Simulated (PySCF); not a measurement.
Ru(O)3(OH)2 (H2O5Ru), SMILES [O]=[Ru](=[O])([OH])([OH])=[O], multiplicity 1. Atoms are numbered in the order given.

```xyz
8

Ru    -0.0560    -0.0216     0.0000
O      0.5739    -1.5942     0.0000
O      0.3868     1.6342     0.0000
O     -1.7215    -0.1046     0.0000
O      0.4701    -0.0211     1.8491
H      0.5144     0.9019     2.1567
O      0.4701    -0.0211    -1.8491
H      0.5144     0.9019    -2.1567
```

Geometry: B3LYP-D3(BJ)/def2-SVP. The spin state was assumed, not searched. The def2 effective core potentials stand for the cores of Ru; spin–orbit coupling is left out. One conformer was computed; it need not be the lowest.

Level of theory: PBE/def2-TZVP (PySCF).

Symmetry labels are those of the subgroup Cs that the program uses (full group Cs).

Computed valence orbital energies around the gap with their symmetry:
```tsv
orbital	symmetry	energy (eV)
HOMO−7	A'	-10.01
HOMO−6	A'	-9.44
HOMO−5	A"	-9.44
HOMO−4	A'	-9.02
HOMO−3	A'	-8.52
HOMO−2	A"	-8.33
HOMO−1	A"	-8.19
HOMO	A'	-8.08
LUMO	A"	-6.18
LUMO+1	A"	-5.71
LUMO+2	A'	-4.23
LUMO+3	A'	-3.60
```
